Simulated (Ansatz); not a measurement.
Na6Cd⁺, relaxed as a doublet with UKS PBE/def2-SVP in Ansatz, starting from the GFN1-xTB geometry. Force threshold 0.02 eV/Å.

In the def2 sets Cd takes a core potential; there is no spin–orbit coupling. The relaxation made no stability test and no search for a lower SCF solution. Another isomer (doublet) lies 0.12 eV lower at PBE0/def2-TZVP; other spin states weren't run for this one.

Start:

| atom | x (Å) | y (Å) | z (Å) |
| --- | --- | --- | --- |
| Cd1 | 1.9630 | -0.7746 | -1.5296 |
| Na2 | -0.6858 | 1.0807 | -1.2651 |
| Na3 | -0.3520 | -2.6844 | -0.4786 |
| Na4 | -0.7152 | -0.1965 | 1.8911 |
| Na5 | 0.4388 | 3.1443 | 1.2733 |
| Na6 | 2.4616 | 0.6889 | 1.2409 |
| Na7 | -3.1103 | -1.2584 | -1.1320 |

```csv
step,energy (eV),largest force component (eV/Å),SCF passes
1,-31030.2779,0.188,20
2,-31030.3080,0.143,22
3,-31030.3746,0.036,24
4,-31030.3879,0.040,23
5,-31030.4043,0.068,23
6,-31030.4252,0.058,24
7,-31030.4499,0.040,28
8,-31030.4710,0.049,25
9,-31030.4863,0.053,24
10,-31030.5024,0.061,28
11,-31030.5143,0.019,26
12,-31030.5168,0.019,23
13,-31030.5182,0.006,24
14,-31030.5190,0.006,23
```

Force components are those of the run's own axes.

End:

Cartesian coordinates in Å:
```
Cd 1.6481 0.0076 -0.8984
Na -1.1404 0.9408 -1.9929
Na 0.0282 -2.5590 -1.2463
Na -0.7988 0.0476 1.5540
Na 0.9438 2.8897 0.7359
Na 2.6001 0.1209 2.2519
Na -3.2810 -1.4477 -0.4042
```

Bonds formed: Cd1–Na4, Cd1–Na5 (atoms count from 1). Metal–metal contacts that move far: Na4–Na7 4.00 to 3.50 Å.

The force fell under the threshold at step 11, but the optimiser went on and released 0.005 eV more. No frequencies were taken in this run, so the end may be a saddle point.

It took 52 s on 4 threads of Arm Neoverse V1 on a shared host.
